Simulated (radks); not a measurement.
Dispersion coefficients C6 (hartree bohr^6) between ground-configuration atoms and ions, from the Casimir-Polder integral (3/pi) of alpha_A(iw) alpha_B(iw). All-electron calculation, scalar-relativistic Kohn-Sham, LDA (Slater exchange, Perdew-Wang correlation), spin-unpolarised, spherical densities, finite nucleus; Fermi nuclear charge, rms radius of each element as measured or else 0.836 A^(1/3) + 0.57 fm. Program: a radial shooting solver on a logarithmic mesh with Libxc functionals. Response by self-consistent Sternheimer equations with the Hartree and adiabatic LDA kernel, the relativistic mass of each level held fixed and spin-orbit coupling left out. For heavy and open-shell atoms this level of theory can miss by tens of per cent.

\begin{tabular}{lrrrrrr}
C6 & Cr & Er & V+ & Eu+ & In+ & Pr \\ \hline
Cr & 640.2 &  &  &  &  &  \\
Er & 1096 & 1883 &  &  &  &  \\
V+ & 217.9 & 367.0 & 80.42 &  &  &  \\
Eu+ & 627.7 & 1072 & 217.4 & 618.3 &  &  \\
In+ & 289.4 & 482.6 & 110.6 & 290.4 & 155.4 &  \\
Pr & 1438 & 2482 & 473.6 & 1403 & 614.7 & 3294 \\
\end{tabular}

Static polarisabilities (bohr^3): Cr ([Ar] 3d5 4s1) 75.28, Er ([Xe] 4f12 6s2) 134.6, V+ ([Ar] 3d4) 20.95, Eu+ ([Xe] 4f7 6s1) 71.57, In+ ([Kr] 4d10 5s2) 22.77, Pr ([Xe] 4f3 6s2) 195.1. The combination rule 2 Ca Cb / ((alpha_b/alpha_a) Ca + (alpha_a/alpha_b) Cb) gives 1097 for Er-Cr, against 1096 from the integral.
